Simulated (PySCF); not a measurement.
C$_{4}$H$_{10}$S, triplet, at the geometry of the source list (a higher spin typed on purpose: for a closed-shell molecule this is an excited state) (in this run its highest filled SCF level lies above zero, so its values depend strongly on the basis, on diffuse functions most of all). Base run: TPSS/STO-3G (PySCF).

The PySCF input:
```python
from pyscf import gto, scf, dft

mol = gto.M(
    atom='''
C     0.03180000    1.27510000   -0.66970000
C     0.07440000    0.01580000    0.18590000
C     0.47900000   -1.19950000   -0.63810000
C    -1.26290000   -0.21700000    0.87770000
S     1.31560000    0.25750000    1.54380000
H    -0.72280000    1.16830000   -1.44670000
H    -0.21730000    2.14040000   -0.06000000
H     0.99360000    1.45440000   -1.14630000
H     0.54570000   -2.08190000   -0.00600000
H    -0.26180000   -1.38290000   -1.41400000
H     1.44490000   -1.04270000   -1.11440000
H    -1.21170000   -1.09570000    1.51650000
H    -1.52530000    0.63970000    1.49430000
H    -2.04520000   -0.36780000    0.13710000
H     2.36190000    0.43630000    0.74000000
''',
    basis='sto-3g',
    spin=2,
    verbose=4,
)

mf = dft.UKS(mol)
mf.xc = 'tpss'
mf.kernel()
```

The base run was repeated with changes; each row names its change, and settings that it needs were set with it.

```json
[
 {"change": "base", "ΔE vs base (mEh)": "0.000", "fitting functions": "-", "dipole (D)": "1.37"},
 {"change": "auxbasis = def2-svp-ri", "ΔE vs base (mEh)": "-635.0", "fitting functions": "394", "dipole (D)": "1.38"},
 {"change": "auxbasis = even-tempered beta=2.0", "ΔE vs base (mEh)": "-9.221", "fitting functions": "332", "dipole (D)": "1.38"},
 {"change": "auxbasis = def2-universal-jkfit", "ΔE vs base (mEh)": "-2.096", "fitting functions": "608", "dipole (D)": "1.36"},
 {"change": "auxbasis = even-tempered beta=1.6", "ΔE vs base (mEh)": "-8.649", "fitting functions": "464", "dipole (D)": "1.37"},
 {"change": "auxbasis = default (with mf = mf.density_fit())", "ΔE vs base (mEh)": "-2.096", "fitting functions": "608", "dipole (D)": "1.36"},
 {"change": "auxbasis = def2-universal-jfit", "ΔE vs base (mEh)": "-3.173", "fitting functions": "357", "dipole (D)": "1.36"},
 {"change": "auxbasis = cc-pvqz-jkfit", "ΔE vs base (mEh)": "-0.226", "fitting functions": "1082", "dipole (D)": "1.36"},
 {"change": "auxbasis = cc-pvtz-ri", "ΔE vs base (mEh)": "-12.024", "fitting functions": "746", "dipole (D)": "1.36"},
 {"change": "auxbasis = cc-pvtz-jkfit", "ΔE vs base (mEh)": "-0.303", "fitting functions": "737", "dipole (D)": "1.36"}
]
```

A fitting set is made for a task (jfit for Coulomb, jkfit for Coulomb and exchange, ri for correlation) and for a family of orbital bases.

Open shells are given as the SCF converged; they aren't shown to be the lowest states, and a large step between rows can be another state.
